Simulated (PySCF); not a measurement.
# Spin-Hamiltonian simulation

Molecule: SMILES CC#Cc1ccccc1, C9H8.

Geometry:
```
atom   x (Å)   y (Å)   z (Å)
  C1   3.777  -0.832  -0.123
  C2   2.364  -0.530   0.018
  C3   1.181  -0.279   0.139
  C4  -0.210   0.016   0.281
  C5  -0.676   1.336   0.149
  C6  -2.030   1.621   0.288
  C7  -2.940   0.600   0.560
  C8  -2.488  -0.713   0.692
  C9  -1.136  -1.007   0.555
 H10   4.260  -0.950   0.860
 H11   4.304  -0.027  -0.660
 H12   3.931  -1.767  -0.684
 H13   0.039   2.133  -0.064
 H14  -2.379   2.651   0.183
 H15  -4.003   0.827   0.668
 H16  -3.197  -1.518   0.905
 H17  -0.778  -2.033   0.658
```

Non-relativistic Hamiltonian, gas phase, fast rotation and ring inversion assumed for equivalent nuclei, a single conformation. KT3/pcSseg-1 with gauge-including orbitals; B3LYP/pcJ-1 coupling constants (without the spin–dipole term); structure optimised with PBE0-D3(BJ)/def2-SVP; PySCF 2.14.0 with density-fitted response routines.

Scale: 1H against TMS (reference shieldings calculated alike).

The 8-spin Hamiltonian (Zeeman plus full scalar coupling among like nuclei) was diagonalised exactly; lines are Lorentzian, 1.0 Hz wide, and the maxima above 3 % are listed with the tallest set to 100.

Peak list at 800 MHz for the spins H10/H11/H12/H13/H14/H15/H16/H17:
```
    Hz    ppm  height
5748.5  7.186      18
5739.8  7.175      22
5641.2  7.052       9
5640.6  7.051      12
5639.2  7.049       5
5632.4  7.040      25
5631.2  7.039      15
5623.7  7.030      14
5591.6  6.990       9
5590.8  6.989       6
5584.8  6.981       4
5583.2  6.979      15
5581.6  6.977       4
5575.0  6.969       5
1792.0  2.240     100
```

Question: Extract the chemical shifts and coupling constants behind this pattern (give the signs of the calculation).

Answer: 
Shifts (ppm): H10/H11/H12 2.24, H13/H17 7.18, H14/H16 7.04, H15 6.98.
Couplings (Hz): H10–H11, H10–H12, H11–H12: -18.3; H10–H13, H10–H17, H11–H13, H11–H17, H12–H13, H12–H17: -0.5; H13–H14, H16–H17: 8.7; H13–H15, H15–H17: 0.9; H13–H16, H14–H17: 0.6; H13–H17: 1.5; H14–H15, H15–H16: 8.4; H14–H16: 1.0.
These are the parameters used. A line list fixes at most the relative signs, and those only where coupling is strong; other parameter sets or atom labellings may fit too, and couplings well below the line width leave little trace. Couplings within a CH3 group never show. Those between chemically equivalent but magnetically inequivalent protons (AA′, BB′) do shape the pattern.

Unscaled 3J(H,H) at this level run about 10 % above measured values.
